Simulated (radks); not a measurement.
Spherical jellium clusters: N electrons in a uniform positive sphere of charge N and radius rs N^(1/3), rs = 4 bohr. Method: non-relativistic Kohn-Sham, LDA (Slater exchange, Perdew-Wang correlation), spin-polarised, spherical densities; computed with a radial shooting solver with Libxc functionals. Levels are named by radial order and angular momentum (1s, 1p, 1d, 2s, ...), and open shells are averaged over m.

N = 10, configuration 1s2 1p6 1d(up 2, down 0). This is the lowest configuration that the search found. Occupied and some empty levels:

| level | occupation | eigenvalue (eV) | <r> (bohr) |
|---|---|---|---|
| 1s up | 1 | -4.8135 | 5.652 |
| 1s down | 1 | -4.6302 | 5.526 |
| 1p up | 3 | -3.7102 | 6.780 |
| 1p down | 3 | -3.4766 | 6.749 |
| 1d up | 2 | -2.3574 | 7.777 |
| 1d down | 0 | -2.1136 | 7.831 |
| 2s up | 0 | -1.8303 | 7.390 |
| 2s down | 0 | -1.7048 | 7.514 |
| 1f up | 0 | -0.89343 | 9.010 |
| 1f down | 0 | -0.67576 | 9.232 |
| 2p up | 0 | -0.65221 | 10.54 |
| 2p down | 0 | -0.55053 | 10.91 |

Energy (eV): total -17.4144, kinetic 17.395, external -370.57, Hartree 181.79, exchange-correlation -35.486, background 189.46.

Electron density:

| r (bohr) | n(r) (e/bohr^3) |
|---|---|
| 0.638 | 0.002265 |
| 1.35 | 0.002552 |
| 2.06 | 0.002994 |
| 2.77 | 0.003515 |
| 3.48 | 0.004014 |
| 4.19 | 0.004377 |
| 4.90 | 0.004494 |
| 5.61 | 0.004292 |
| 6.33 | 0.003765 |
| 7.04 | 0.002998 |
| 7.75 | 0.002151 |
| 8.46 | 0.001391 |
| 9.17 | 0.0008243 |
| 9.88 | 0.0004584 |
| 10.6 | 0.0002439 |
| 11.3 | 0.0001259 |
| 12.0 | 0.00006354 |
| 12.7 | 0.00003155 |
| 13.4 | 0.00001551 |
| 14.1 | 7.575e-06 |
